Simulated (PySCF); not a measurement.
Lu⁺ (lutetium, charge +1) across methods

[Xe] 4f14 5d1 6s1, 6s spin antiparallel (an excited configuration). All numbers are calculated (PySCF 2.14, the spin-free X2C one-electron Hamiltonian (Gaussian nucleus), in x2c-TZVPPall with one added diffuse shell each of s, p, d type (12s8p8d2f2g, 108 functions)).

```tsv
method	E (hartree)	mean ε 4f β (eV)	mean ε 6s β (eV)	mean ε 5d α (eV)	Σ⟨r²⟩ (bohr²)	⟨S²⟩
PW91	-14564.73	-16.231	-10.429	-8.283	53.14	1.000
revPBE	-14563.61	-16.070	-10.283	-8.243	53.27	1.001
UHF	-14558.12165	-28.844	-12.084	-11.547	53.90	1.002
LDA	-14553.59	-16.506	-10.626	-8.250	52.93	1.000
PBE	-14563.20	-16.153	-10.367	-8.236	53.20	1.000
M06-2X	-14564.58	-23.551	-11.689	-10.285	52.73	1.001
PBE0	-14562.96	-19.477	-10.938	-9.216	53.11	1.001
r2SCAN	-14563.30	-16.122	-10.476	-8.559	52.92	1.002
```

Spin-orbit coupling, absent here, splits the open shell strongly. With the s spin flipped the determinant is a mixture of two multiplicities, not a spectroscopic state.
